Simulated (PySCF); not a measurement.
**Computed properties of Sb(Cl)(SiH3)2 (ClH6SbSi2), SMILES [Sb]([Cl])([SiH3])[SiH3]**

ClH₆SbSi₂, SMILES [SiH3][Sb]([SiH3])[Cl]. The structure is a stationary point at B3LYP-D3(BJ)/def2-SVP. The structure was generated by enumeration; whether it is a known compound was not checked. The def2 effective core potentials stand for the cores of Sb; spin–orbit coupling is left out. The values are those of a single conformer. All values are computed for the isolated molecule unless a solvent is named; none is compared with measurement here.

**Structure.** The optimised structure has Cs symmetry. All 24 harmonic modes at B3LYP-D3(BJ)/def2-SVP (PySCF) are real, so it is a minimum. With heavy atoms numbered as in [Sb:1]([Cl:2])([SiH3:3])[SiH3:7], the shortest bond between them is Sb1–Cl2 at 2.435 Å and the longest Sb1–Si7 at 2.606 Å.

**Vibrations.** The strongest infrared lines (harmonic, unscaled, degenerate partners summed) lie at 845 cm⁻¹ (488 km/mol, H 92 %, Si 8 %), 883 cm⁻¹ (244 km/mol, H 91 %, Si 9 %), 2203 cm⁻¹ (121 km/mol, H 98 %). The softest mode is at 75 cm⁻¹ and the zero-point energy is 31.8 kcal/mol.

**Electronic structure.** ωB97X/def2-TZVP (PySCF) places the frontier levels at -9.29 and -0.18 eV, a gap of 9.11 eV, and gives a dipole moment of 2.75 D and a mean polarisability of 115.4 bohr³. PBE/def2-TZVP (PySCF) at the same geometry gives -6.22 and -2.92 eV, so its gap is 5.81 eV narrower. An orbital gap is neither the optical nor the fundamental gap.

**Excitations.** TDA-B3LYP/def2-SVPD (PySCF) has S1 at 3.73 eV (332 nm, f = 0.006, weak); the most intense of the 10 singlets computed lies at 6.13 eV (f = 0.32). T1 (TDA) is at 3.11 eV, 0.62 eV under S1. TDA-PBE/def2-SVPD (PySCF) puts S1 at 3.58 eV. No vertical singlet excitation falls in the visible range (under 3.1 eV).
